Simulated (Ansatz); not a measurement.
Coupled-cluster diagnostics for (ClInSe)3 ring (In3Se3Cl3), Ansatz.

Geometry of the singlet (PBE-D4/def2-SVP):

| atom | x (Å) | y (Å) | z (Å) |
| --- | --- | --- | --- |
| In1 | 0.2533 | -0.6178 | 2.1722 |
| Cl2 | 0.5184 | -1.2621 | 4.4352 |
| Se3 | -0.2823 | 1.8484 | 1.9862 |
| In4 | -0.5031 | 2.1553 | -0.5159 |
| Cl5 | -1.0225 | 4.4011 | -1.0573 |
| Se6 | -0.3094 | 0.7411 | -2.6064 |
| In7 | 0.2400 | -1.5390 | -1.6547 |
| Cl8 | 0.5050 | -3.1399 | -3.3792 |
| Se9 | 0.6008 | -2.5870 | 0.6199 |

In the def2 sets In takes a core potential; there is no spin–orbit coupling. Correlated methods freeze 54 core orbitals; core or outer-core shells of In, Se are correlated, in sets that lack core-valence functions.

Estimate the CCSD(T) correlation energy, the shares of MP2 and (T), T1 and the reference's ⟨S²⟩ for: charge 0, singlet, own geometry in def2-SVP; and the rough time on 2 threads of AMD EPYC 7R13 on a shared host and a share (18 GiB) of an NVIDIA H100 80GB HBM3.


```csv
state,basis,correlation (eV),MP2 share (%),(T) share (%),T1,⟨S²⟩ (pure),wall time
"charge 0, singlet, own geometry",def2-SVP,-38.035,94.0,3.1,0.011,0.00 (0.00),6.5 s
```
Customary marks for T1 are 0.02 (closed shells), 0.045 (open shells) and about 0.05 (3d metals). T1 stays under 0.02 throughout.
